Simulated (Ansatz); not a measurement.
Basis sets compared for (KI)4 cube (K₄I₄). Charge 0, multiplicity 1. Geometry r2SCAN-D4/def2-SVP. Ansatz on 4 threads of Intel Xeon Platinum 8259CL on a shared host; times are rough, and most runs start from earlier orbitals.

```xyz
8

I    -1.196   -2.362   -1.626
I    -2.021    2.364    0.043
I     0.559   -0.927    2.897
I     2.658    0.927   -1.317
K    -2.373   -0.827    1.175
K    -0.498    0.827   -2.585
K     1.067    2.109    1.451
K     1.805   -2.111   -0.038
```

In the def2 sets I takes a core potential; there is no spin–orbit coupling.

Binding counts from free atoms (I doublet, K doublet) in the same basis, without a counterpoise term.

| level | functions | energy (Eh) | HOMO (eV) | LUMO (eV) | binding per atom (eV) | wall time |
| --- | --- | --- | --- | --- | --- | --- |
| PBE-D4/def2-SVP | 200 | -3589.7718 | -5.38 | -1.40 | 2.37 | 6 s |
| PBE0-D4/def2-SVP | 200 | -3590.0917 | -6.49 | -0.89 | 2.40 | 9 s |

Estimate the rows for PBE-D4/def2-TZVP (with forces), PBE0-D4/def2-TZVP.


| level | functions | energy (Eh) | HOMO (eV) | LUMO (eV) | binding per atom (eV) | wall time |
| --- | --- | --- | --- | --- | --- | --- |
| PBE-D4/def2-TZVP (with forces) | 332 | -3590.1172 | -5.45 | -1.39 | 2.35 | 13 s |
| PBE0-D4/def2-TZVP | 332 | -3590.4281 | -6.53 | -0.87 | 2.38 | 23 s |
